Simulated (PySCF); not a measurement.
Mo(O)2(Br)(NH2) (BrH2MoNO2), SMILES [Br][Mo](=[O])([NH2])=[O], multiplicity 1. The structure is a stationary point at B3LYP-D3(BJ)/def2-SVP. The spin state was assumed, not searched. The structure was generated by enumeration; whether it is a known compound was not checked. The def2 effective core potentials stand for the cores of Mo; spin–orbit coupling is left out. Other conformers were not sampled.

Task: Give the equilibrium geometry at B3LYP-D3(BJ)/def2-SVP (PySCF confirms it by a frequency run) as Cartesian coordinates in Å, and its point group. (The exact figures need the calculation; the answer reports its results.)

Result: Several could match; the one computed here: point group Cs.
```xyz
7

Mo     0.0971     0.6825     0.0000
O      0.9035     1.1900    -1.3894
O      0.9035     1.1900     1.3894
Br    -0.0749    -1.7565     0.0000
N     -1.6613     1.4606     0.0000
H     -2.1422     1.7747    -0.8423
H     -2.1422     1.7747     0.8423
```
